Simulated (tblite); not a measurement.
Compound: C7H11S (doublet state).
Atom-mapped SMILES: `[SH:1][CH2:2][C@@H:3]1[CH:4][C@H:5]2[CH2:6][C@H:7]2[CH2:8]1` (hydrogens: H9 on S1; H10, H11 on C2; H12 on C3; H13 on C4; H14 on C5; H15, H16 on C6; H17 on C7; H18, H19 on C8)

Structure used (GFN2-xTB), in Å, numbered top down from 1:
```xyz
19
C7H11S angstrom
S     -3.2752    0.7212   -0.7138
C     -2.0525   -0.5707   -0.2984
C     -0.6137   -0.1657   -0.6276
C      0.3230   -1.3054   -0.4243
C      1.5384   -0.8821    0.2214
C      2.2805    0.2831   -0.4413
C      1.3313    0.5512    0.6729
C     -0.0749    0.9612    0.2859
H     -2.8273    1.6299    0.1491
H     -2.1626   -0.8195    0.7574
H     -2.3508   -1.4297   -0.8993
H     -0.6129    0.1675   -1.6772
H      0.0840   -2.3193   -0.6765
H      2.1323   -1.5973    0.7716
H      1.9955    0.5530   -1.4457
H      3.3374    0.3644   -0.2397
H      1.7152    0.9017    1.6197
H     -0.6879    1.0350    1.1877
H     -0.0896    1.9306   -0.2142
```

The geometry is computed with GFN2-xTB (gas phase). This method treats the open shell by occupation alone, without spin polarisation.

Take the most abundant isotopes and a rigid rotor. The values belong to one conformer with, in the numbering `[SH:1][CH2:2][C@@H:3]1[CH:4][C@H:5]2[CH2:6][C@H:7]2[CH2:8]1`, H–S1–C2–C3 -64°, S1–C2–C3–C4 -173°, C2–C3–C4–C5 -138°, C3–C4–C5–C6 -53°, C4–C5–C6–C7 95°, C5–C6–C7–C8 -97°.

(1) What are A, B and C (MHz)?

(2) Classify the top.

(3) What does the inertial defect say?

(4) Give the other two planar moments, Paa and Pbb, and the rms extents of the mass along the axes.

(5) Estimate the classical rotational partition function at 100 K, 200 K and 500 K.

## Answers

(1) Ia = 104.41, Ib = 556.70, Ic = 611.10 u·Å²; 505379 MHz·u·Å²/I gives A = 4840, B = 907.8, C = 827.0 MHz.

(2) A near-prolate asymmetric top. Ray's parameter κ = (2B − A − C)/(A − C) = -0.960; −1 is the prolate and +1 the oblate limit.

(3) Not planar: Δ = Ic − Ia − Ib = -50.01 u·Å². For a rigid frame Δ = −2 Σ m c², so Σ m c² = 25.01 u·Å² lies off the ab plane: 11.51 from hydrogen and 13.49 from heavier atoms. The atom farthest from that plane is 1.68 Å away.

(4) Paa = Σ m a² = (Ib + Ic − Ia)/2 = 531.69 and Pbb = Σ m b² = (Ia + Ic − Ib)/2 = 79.40 u·Å². With the mass M = 127.06 u, the rms extents √(P/M) along a, b and c are 2.05, 0.79, 0.44 Å.

(5) Point group C1, symmetry number σ = 1; q = (√π/σ)·√((kT/h)³/(ABC)), k/h = 20836.6 MHz/K: 88400 at 100 K, 250000 at 200 K, 989000 at 500 K.

For this open shell read J as N, the rotation without spin; fine and hyperfine splittings come on top. Its GFN2-xTB frequencies are all real (lowest 65 cm⁻¹). Zero-point vibration and centrifugal distortion are left out.
